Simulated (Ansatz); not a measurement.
Reaction (cleavage of the Si–Si bond): `C#C[SiH]([SiH3])Cl` + HCl → `C#C[SiH](Cl)Cl` + SiH₄

Gas-phase electronic energies from Ansatz, PBE0-D4/def2-TZVP geometries. CBS: MP2 limit from def2 TZ/QZ plus the TZ coupled-cluster correction, frozen cores. This one scheme is used for every species. Functionals use def2-TZVPP.

Q: Is it downhill or uphill in electronic energy at CCSD(T)/CBS, and by how much? (Best estimate.)

A: Computed: Downhill: ΔE = -23.3 kcal/mol.

Q: What do these levels give: PBE-D4, r2SCAN-D4, MP2/def2-TZVPP, SCS-MP2/def2-TZVPP, MP2/def2-QZVPP, HF/CBS(def2)? (Estimate.)

A: Computed: PBE-D4 -19.9, r2SCAN-D4 -23.1, MP2/def2-TZVPP -25.3, SCS-MP2/def2-TZVPP -25.4, MP2/def2-QZVPP -25.6, HF/CBS(def2) -27.0 kcal/mol.

Largest T1 diagnostic among the species: 0.012.

From PBE to PBE0 (25 % exact exchange), in def2-TZVPP and without D4, ΔE moves by −1.1 kcal/mol. In def2-TZVPP, CCSD(T) changes the Hartree–Fock value by +3.9 kcal/mol (the triples alone add +0.3 kcal/mol) and MP2 by +1.5 kcal/mol.
